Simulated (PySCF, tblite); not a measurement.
Compound: C8H7P.
Geometry (GFN2-xTB, Å), atoms numbered from 1 in this order:
```xyz
16
C8H7P angstrom
P      2.9958    0.0512    2.5273
C      2.5031   -0.1685    1.0723
C      1.9802   -0.3607   -0.2621
C      0.4890   -0.1243   -0.2381
C     -0.3832   -1.1694    0.0331
C     -1.7472   -0.9454    0.0912
C     -2.2519    0.3268   -0.1172
C     -1.3863    1.3750   -0.3794
C     -0.0222    1.1510   -0.4363
H      2.1993   -1.3801   -0.5976
H      2.4661    0.3393   -0.9503
H      0.0075   -2.1638    0.1981
H     -2.4179   -1.7660    0.2998
H     -3.3169    0.5011   -0.0749
H     -1.7742    2.3704   -0.5394
H      0.6514    1.9723   -0.6379
```

Method: CAM-B3LYP/def2-SVPD in PySCF (dipole) on a GFN2-xTB geometry, gas phase.

Take the most abundant isotopes and a rigid rotor. The values belong to one conformer with, in the numbering `[P:1]#[C:2][CH2:3][c:4]1[cH:5][cH:6][cH:7][cH:8][cH:9]1`, C2–C3–C4–C5 -89°.

(1) What are A, B and C (MHz)?

(2) What kind of rotor is it?

(3) Is it planar, by Δ = Ic − Ia − Ib?

(4) Give the other two planar moments, Paa and Pbb, and the rms extents of the mass along the axes.

(5) List the rotational levels J(Ka,Kc) to J = 5 (MHz).

(6) Which types of transition are allowed, and where do some lines up to J = 5 fall?

Results:

(1) Ia = 157.89, Ib = 688.06, Ic = 707.73 u·Å²; 505379 MHz·u·Å²/I gives A = 3201, B = 734.5, C = 714.1 MHz.

(2) A near-prolate asymmetric top: κ = (2 × 734.5 − 3201 − 714.1)/(3201 − 714.1) = -0.98.

(3) Not planar: Δ = Ic − Ia − Ib = -138.23 u·Å². For a rigid frame Δ = −2 Σ m c², so Σ m c² = 69.11 u·Å² lies off the ab plane: 11.21 from hydrogen and 57.90 from heavier atoms. The atom farthest from that plane is 2.02 Å away.

(4) Paa = Σ m a² = (Ib + Ic − Ia)/2 = 618.95 and Pbb = Σ m b² = (Ia + Ic − Ib)/2 = 88.78 u·Å². With the mass M = 134.03 u, the rms extents √(P/M) along a, b and c are 2.15, 0.81, 0.72 Å.

(5) Above 0(0,0):
J = 1: 1(0,1) 1449, 1(1,1) 3915, 1(1,0) 3935
J = 2: 2(0,2) 4346, 2(1,2) 6792, 2(1,1) 6853, 2(2,1) 14252, 2(2,0) 14252
J = 3: 3(0,3) 8691, 3(1,3) 11107, 3(1,2) 11229, 3(2,2) 18597, 3(2,1) 18598, 3(3,1) 30980, 3(3,0) 30980
J = 4: 4(0,4) 14484, 4(1,4) 16860, 4(1,3) 17064, 4(2,3) 24392, 4(2,2) 24394, 4(3,2) 36774, 4(3,1) 36774, 4(4,1) 54109, 4(4,0) 54109
J = 5: 5(0,5) 21724, 5(1,5) 24051, 5(1,4) 24358, 5(2,4) 31634, 5(2,3) 31639, 5(3,3) 44018, 5(3,2) 44018, 5(4,2) 61353, 5(4,1) 61353, 5(5,1) 83641, 5(5,0) 83641

(6) The dipole components are |μa| = 1.07 D, |μb| = 0.00 D, |μc| = 0.73 D; the mirror of this Cs structure is the ac plane, so μb vanishes by symmetry (the 0.01 D computed is a residue) and there are no b-type lines. Intensities carry the squares of the components, which stand as 1.00 : 0.47 (a : c). Some lines, for components of 0.1 D or more:

```json
{"type": "c", "branch": "Q", "J(Ka,Kc)": "3(1,3) ← 3(0,3)", "MHz": "2416", "lower level (cm⁻¹)": "0.290"}
{"type": "a", "branch": "R", "J(Ka,Kc)": "2(1,2) ← 1(1,1)", "MHz": "2877", "lower level (cm⁻¹)": "0.131"}
{"type": "c", "branch": "R", "J(Ka,Kc)": "1(1,0) ← 0(0,0)", "MHz": "3935", "lower level (cm⁻¹)": "0.000"}
{"type": "a", "branch": "R", "J(Ka,Kc)": "4(2,3) ← 3(2,2)", "MHz": "5794", "lower level (cm⁻¹)": "0.620"}
{"type": "a", "branch": "R", "J(Ka,Kc)": "4(3,2) ← 3(3,1)", "MHz": "5795", "lower level (cm⁻¹)": "1.033"}
{"type": "a", "branch": "R", "J(Ka,Kc)": "4(3,1) ← 3(3,0)", "MHz": "5795", "lower level (cm⁻¹)": "1.033"}
{"type": "a", "branch": "R", "J(Ka,Kc)": "5(1,5) ← 4(1,4)", "MHz": "7191", "lower level (cm⁻¹)": "0.562"}
{"type": "a", "branch": "R", "J(Ka,Kc)": "5(0,5) ← 4(0,4)", "MHz": "7240", "lower level (cm⁻¹)": "0.483"}
{"type": "a", "branch": "R", "J(Ka,Kc)": "5(2,4) ← 4(2,3)", "MHz": "7243", "lower level (cm⁻¹)": "0.814"}
{"type": "c", "branch": "Q", "J(Ka,Kc)": "4(2,3) ← 4(1,3)", "MHz": "7328", "lower level (cm⁻¹)": "0.569"}
{"type": "c", "branch": "R", "J(Ka,Kc)": "3(2,1) ← 2(1,1)", "MHz": "11745", "lower level (cm⁻¹)": "0.229"}
{"type": "c", "branch": "Q", "J(Ka,Kc)": "3(3,1) ← 3(2,1)", "MHz": "12382", "lower level (cm⁻¹)": "0.620"}
{"type": "c", "branch": "R", "J(Ka,Kc)": "4(2,3) ← 3(1,3)", "MHz": "13285", "lower level (cm⁻¹)": "0.370"}
{"type": "c", "branch": "R", "J(Ka,Kc)": "5(2,3) ← 4(1,3)", "MHz": "14575", "lower level (cm⁻¹)": "0.569"}
{"type": "c", "branch": "Q", "J(Ka,Kc)": "4(4,1) ← 4(3,1)", "MHz": "17335", "lower level (cm⁻¹)": "1.227"}
{"type": "c", "branch": "R", "J(Ka,Kc)": "5(3,2) ← 4(2,2)", "MHz": "19624", "lower level (cm⁻¹)": "0.814"}
```

Its lowest GFN2-xTB frequency is 8 cm⁻¹, too small to tell a flat minimum from a shallow saddle. Zero-point vibration and centrifugal distortion are left out.

Time: 57 s wall; peak memory 1.1 GiB. Hardware: one thread, Arm Neoverse V2 (aarch64), shared host. This is the CAM-B3LYP/def2-SVPD job that gave the dipole, with the excitations it also computed.
